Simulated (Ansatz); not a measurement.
Ta₄, relaxed as a singlet with RKS PBE-D4/def2-SVP in Ansatz, starting from the GFN2-xTB geometry. Force threshold 0.02 eV/Å.

In the def2 sets Ta takes a core potential; there is no spin–orbit coupling. The restricted singlet is unstable towards broken spin symmetry at other levels; at PBE-D4/def2-SVP this wasn't settled. The relaxation made no stability test and no search for a lower SCF solution. No other spin state of charge 0 was run. Another isomer (singlet) lies 1.42 eV lower at PBE0-D4/def2-TZVP; other spin states weren't run for this one.

Start:

```xyz
4

Ta   -1.718   -0.231   -2.874
Ta    0.942    0.476    4.064
Ta   -0.775    0.200    0.846
Ta    1.551   -0.444   -2.036
```

```tsv
step	energy (eV)	largest force component (eV/Å)	SCF passes
1	-6188.8889	3.107	182
2	-6190.8238	4.656	234
3	-6193.1077	4.897	107
4	-6195.1319	2.710	94
5	-6196.3854	2.835	73
6	-6197.4760	2.818	76
7	-6198.3611	3.093	69
8	-6199.2086	3.199	49
9	-6199.9794	2.280	39
10	-6200.5484	1.187	38
11	-6201.0689	1.249	37
12	-6201.6954	1.834	37
13	-6202.4660	2.463	37
14	-6203.1699	1.791	38
15	-6203.5684	0.366	36
16 (rejected)	-6203.4459	1.180	31
17	-6203.5721	0.168	30
18	-6203.5734	0.006	28
```

Force components are those of the run's own axes.

End:

```
atom   x (Å)   y (Å)   z (Å)
 Ta1  -0.973  -0.148  -1.754
 Ta2   0.973   0.148   1.754
 Ta3  -1.179   0.210   0.636
 Ta4   1.179  -0.210  -0.637
```

Bonds formed: Ta1–Ta2, Ta2–Ta4 (atoms count from 1).

No frequencies were taken in this run, so the end may be a saddle point.

Run time 59 s (4 threads of Arm Neoverse V1 on a shared host).
